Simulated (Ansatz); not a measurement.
Consider the ligand exchange at the Hf–N bond: `CC[N](C)[Hf]([Cl])([Cl])[Cl]` + HI → `[Cl][Hf]([Cl])([Cl])[I]` + ethylmethylamine.

Program: Ansatz. Geometries: PBE0-D4/def2-TZVP. ΔE: electronic, gas phase. CCSD(T)/CBS adds triple-zeta CCSD(T) − MP2 to the extrapolated MP2 energy (def2 sets, frozen cores). Functionals use def2-TZVPP. def2 core potentials past Kr. For Hf, I outer-core shells are correlated without core-valence functions, which leaves a few kJ/mol of doubt a bond. One conformer a species, not always the lowest.

`CC[N](C)[Hf]([Cl])([Cl])[Cl]`:

Z-matrix (Å, degrees):
```
Hf
Cl 1 2.350
C 1 2.881 2 91.3
Cl 1 2.351 2 109.7 3 -92.7
Cl 1 2.341 2 112.6 3 141.0
N 1 1.983 2 107.0 3 23.0
C 1 3.140 2 117.3 3 41.8
H 3 1.095 1 123.5 2 41.3
H 3 1.097 1 125.9 2 -154.6
H 3 1.098 1 71.7 2 -56.8
C 7 1.520 1 121.1 2 19.2
H 7 1.099 1 122.8 2 -130.3
H 7 1.093 1 80.5 2 126.1
H 11 1.092 7 110.1 1 147.8
H 11 1.092 7 110.7 1 28.1
H 11 1.092 7 111.9 1 -92.7
```

HI:

```xyz
2

I    -0.015   -0.372    0.714
H     0.015    0.372   -0.714
```

`[Cl][Hf]([Cl])([Cl])[I]`:

Cartesian coordinates in Å:
```
Cl 1.567 1.549 0.785
Hf -0.031 0.051 0.037
Cl -1.142 -0.853 1.855
Cl -1.549 1.163 -1.313
I 1.155 -1.910 -1.364
```

`CCNC`:

Z-matrix (Å, degrees):
```
C
C 1 1.514
H 1 1.092 2 110.6
H 1 1.092 2 111.0 3 120.6
H 1 1.094 2 111.0 3 -119.8
N 2 1.447 1 111.2 3 57.6
H 2 1.096 1 109.7 3 -61.5
H 2 1.106 1 109.7 3 -177.6
C 6 1.445 2 113.2 1 177.3
H 6 1.013 2 109.3 1 54.5
H 9 1.104 6 114.0 2 -54.9
H 9 1.094 6 109.5 2 65.4
H 9 1.092 6 109.9 2 -176.7
```

```json
{"species": "`CC[N](C)[Hf]([Cl])([Cl])[Cl]`", "ωB97X-V energy (Eh)": "-1602.63059"}
{"species": "HI", "ωB97X-V energy (Eh)": "-298.29356"}
{"species": "`[Cl][Hf]([Cl])([Cl])[I]`", "ωB97X-V energy (Eh)": "-1726.45208"}
{"species": "`CCNC`", "ωB97X-V energy (Eh)": "-174.49404"}
```

(1) Work out ΔE.

Largest T1 diagnostic among the species: 0.013.

Answers

(1) ΔE = (-1726.45208) + (-174.49404) − (-1602.63059) − (-298.29356) = -0.02197 Eh = -57.7 kJ/mol. CCSD(T)/CBS gives -61.7 kJ/mol.

At CCSD(T), def2-SVP lies +22.8 kJ/mol from the extrapolated value and def2-TZVPP +8.8 kJ/mol. From BLYP to BHLYP (50 % exact exchange), in def2-TZVPP and without D4, ΔE moves by −6.8 kJ/mol. Leaving LDA and LC-ωPBE aside and taking each functional with its dispersion term where it has one, the values, not all of them listed here, spread over 17.2 kJ/mol, from PBE-QIDH to BLYP-D4. LDA lies +11.8 kJ/mol from PBE without D4.
